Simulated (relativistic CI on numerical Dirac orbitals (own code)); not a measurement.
**Level scheme of Er LII**

Method of calculation: Dirac-Coulomb-Breit CI, KLI orbitals optimised for each configuration, QED by a radiative potential, unscaled Slater integrals (own radial code, finite nucleus).

CI space (outside the closed core [Ne]): 3s2 3p5, 3s 3p6, 3s2 3p4 3d, 3s 3p5 3d, 3p6 3d, 3s 3p4 3d2, 3s2 3p3 3d 4p, 3p6 4s, 3s 3p4 3d 4s, 3s2 3p4 4s, 3p6 4p, 3s2 3p4 4p, 3s2 3p3 3d2, 3s2 3p2 3d3, 3s 3p3 3d3, 3s2 3p2 3d2 4s, 3s2 3p2 3d2 4p. Double excitations out of closed p, d and f shells are left out; levels of such configurations are missing from the list, as are those of other unlisted configurations, and high levels can miss mixing partners.

The lowest level is 3s2 3p5 2P°_3/2, with 99 % of that term; Hund's rules for 3s2 3p5 give 2P° with J = 3/2, in agreement.

| No. | Configuration | Term | J | E (eV) | % | jj configuration (%) |
| --- | --- | --- | --- | --- | --- | --- |
| 1 | 3s2 3p5 | 2P° | 3/2 | 0.000 | 99 | 3p3/2^3 (99) |
| 2 | 3p4(3P) 3d | 4D | 3/2 | 211.383 | 36 | 3p3/2^2 3d3/2 (99) |
| 3 | 3p4(3P) 3d | 4D | 5/2 | 216.497 | 41 | 3p3/2^2 3d3/2 (95) |
| 4 | 3p4(3P) 3d | 4P | 1/2 | 217.321 | 48 | 3p3/2^2 3d3/2 (97) |
| 5 | 3p4(3P) 3d | 2F | 7/2 | 220.659 | 34 | 3p3/2^2 3d3/2 (99) |
| 6 | 3s2 3p5 | 2P° | 1/2 | 231.821 | 98 | 3p1/2 3p3/2^4 (98) |
| 7 | 3p4(1S) 3d | 2D | 3/2 | 237.488 | 61 | 3p3/2^2 3d3/2 (97) |
| 8 | 3p4(1D) 3d | 2F | 7/2 | 266.065 | 47 | 3p3/2^2 3d5/2 (98) |
| 9 | 3p4(3P) 3d | 4F | 9/2 | 268.385 | 68 | 3p3/2^2 3d5/2 (99) |
| 10 | 3p4(3P) 3d | 2P | 1/2 | 272.809 | 55 | 3p3/2^2 3d5/2 (95) |
| 11 | 3p4(1S) 3d | 2D | 5/2 | 294.188 | 53 | 3p3/2^2 3d5/2 (99) |
| 12 | 3p4(3P) 3d | 2P | 3/2 | 299.982 | 36 | 3p3/2^2 3d5/2 (95) |
| 13 | 3p4(3P) 3d | 2D | 5/2 | 303.662 | 51 | 3p3/2^2 3d5/2 (92) |
| 14 | 3s 3p6 | 2S | 1/2 | 402.424 | 72 | 3s (72) |
| 15 | 3p4(3P) 3d | 4D | 1/2 | 432.644 | 79 | 3p1/2 3p3/2^3 3d3/2 (95) |
| 16 | 3p3(2P°) 3d2(3F) | 4F° | 3/2 | 436.255 | 29 | 3p3/2 3d3/2^2 (98) |
| 17 | 3p3(2P°) 3d2(3F) | 4F° | 5/2 | 441.280 | 25 | 3p3/2 3d3/2^2 (94) |
| 18 | 3p3(2P°) 3d2(3F) | 4D° | 1/2 | 441.622 | 46 | 3p3/2 3d3/2^2 (97) |
| 19 | 3p4(3P) 3d | 4D | 3/2 | 442.426 | 33 | 3p1/2 3p3/2^3 3d3/2 (95) |
| 20 | 3p3(2P°) 3d2(3F) | 2G° | 7/2 | 443.785 | 22 | 3p3/2 3d3/2^2 (95) |
| 21 | 3p4(3P) 3d | 4F | 5/2 | 450.436 | 48 | 3p1/2 3p3/2^3 3d3/2 (98) |
| 22 | 3p4(1D) 3d | 2G | 7/2 | 451.804 | 59 | 3p1/2 3p3/2^3 3d3/2 (99) |
| 23 | 3p3(2P°) 3d2(3P) | 4P° | 3/2 | 463.300 | 18 | 3p3/2 3d3/2^2 (90) |
| 24 | 3p4(3P) 3d | 2D | 5/2 | 480.980 | 51 | 3p1/2 3p3/2^3 3d3/2 (95) |
| 25 | 3p4(1D) 3d | 2P | 3/2 | 482.559 | 48 | 3p1/2 3p3/2^3 3d3/2 (93) |
| 26 | 3p4(1D) 3d | 2S | 1/2 | 487.789 | 30 | 3p1/2 3p3/2^3 3d3/2 (78) |
| 27 | 3p3(2P°) 3d2(3F) | 4G° | 9/2 | 489.154 | 32 | 3p3/2 3d3/2 3d5/2 (98) |
| 28 | 3p4(3P) 3d | 4D | 7/2 | 491.587 | 43 | 3p1/2 3p3/2^3 3d5/2 (99) |
| 29 | 3s2 3p3 3d2 | 2F° | 7/2 | 492.691 | 23 | 3p3/2 3d3/2 3d5/2 (97) |
| 30 | 3p3(2P°) 3d2(3F) | 4D° | 3/2 | 499.537 | 32 | 3p3/2 3d3/2 3d5/2 (93) |
| 31 | 3p3(2D°) 3d2(3P) | 4P° | 1/2 | 499.905 | 48 | 3p3/2 3d3/2 3d5/2 (95) |
| 32 | 3p4(3P) 3d | 2P | 3/2 | 500.019 | 48 | 3p1/2 3p3/2^3 3d5/2 (97) |
| 33 | 3p3(2P°) 3d2(3F) | 2F° | 5/2 | 501.130 | 24 | 3p3/2 3d3/2 3d5/2 (96) |
| 34 | 3p3(2P°) 3d2(3P) | 4D° | 5/2 | 502.826 | 24 | 3p3/2 3d3/2 3d5/2 (98) |
| 35 | 3p4(3P) 3d | 2F | 5/2 | 503.739 | 46 | 3p1/2 3p3/2^3 3d5/2 (99) |
| 36 | 3p4(1D) 3d | 2G | 9/2 | 503.746 | 68 | 3p1/2 3p3/2^3 3d5/2 (99) |
| 37 | 3p3(2P°) 3d2(3F) | 4G° | 11/2 | 503.972 | 38 | 3p3/2 3d3/2 3d5/2 (90) |
| 38 | 3s2 3p3 3d2 | 2F° | 7/2 | 507.180 | 26 | 3p3/2 3d3/2 3d5/2 (95) |
| 39 | 3p4(1D) 3d | 2D | 5/2 | 510.179 | 52 | 3p1/2 3p3/2^3 3d5/2 (98) |
| 40 | 3p4(1D) 3d | 2F | 7/2 | 518.022 | 76 | 3p1/2 3p3/2^3 3d5/2 (99) |
| 41 | 3s2 3p3 3d2 | 2G° | 7/2 | 518.473 | 19 | 3p3/2 3d3/2 3d5/2 (88) |
| 42 | 3p3(2P°) 3d2(3P) | 2D° | 5/2 | 519.706 | 27 | 3p3/2 3d3/2 3d5/2 (89) |
| 43 | 3p3(2P°) 3d2(3P) | 2P° | 3/2 | 522.280 | 26 | 3p3/2 3d3/2 3d5/2 (92) |
| 44 | 3p3(2P°) 3d2(1G) | 2G° | 9/2 | 527.903 | 37 | 3p3/2 3d3/2 3d5/2 (97) |
| 45 | 3p3(2D°) 3d2(3P) | 4F° | 3/2 | 530.383 | 26 | 3p3/2 3d3/2 3d5/2 (91) |

Energies count from the lowest computed level; ° marks odd parity. Percentages are summed over parent terms; the parents shown are those of the largest component, closed shells are left out there. Filled j subshells are mostly left out of the jj labels.

The mean weight of the leading LS term, summed over parents, in these 45 levels is 45 %, and that of the leading jj configuration (from the same eigenvectors) 95 %, so jj coupling describes them better and the LS labels are nominal.

At this charge energies of transitions that change n are usually good to better than 1 %, and those within a shell (Δn = 0) to a few per cent.

LS names give the leading component of a level, which can be under half, so a name can repeat, a term be missing and a line seem to break the LS rules.
